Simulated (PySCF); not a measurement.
B3LYP has the VWN-RPA correlation part, as in Gaussian. 

```xyz
12

C     -2.0049     0.3113     0.2964
C     -0.9714     0.1038    -0.5100
C      0.1934    -0.7755    -0.2136
Si     1.7361     0.2357     0.1820
H     -2.0873    -0.1901     1.2559
H     -2.8047     0.9895     0.0243
H     -0.9358     0.6353    -1.4595
H     -0.0150    -1.4313     0.6371
H      0.4277    -1.4151    -1.0718
H      2.0166     1.1893    -0.9255
H      1.5311     1.0061     1.4362
H      2.9144    -0.6590     0.3486
```

Charge 0, multiplicity 1.

**Question.** Give the Mulliken and meta-Löwdin atomic charges from PySCF with B3LYP-D3(BJ)/def2-TZVP // PBE0-D4/def2-TZVP.

**Answer.** 
```
atom  Mulliken (e)  meta-Löwdin (e)
----  ------------  ---------------
C1           -0.27            -0.28
C2           -0.10            -0.09
C3           -0.28            -0.43
Si4           0.26             0.53
H5            0.10             0.11
H6            0.11             0.12
H7            0.11             0.11
H8            0.11             0.12
H9            0.11             0.12
H10          -0.06            -0.11
H11          -0.05            -0.10
H12          -0.06            -0.11
```
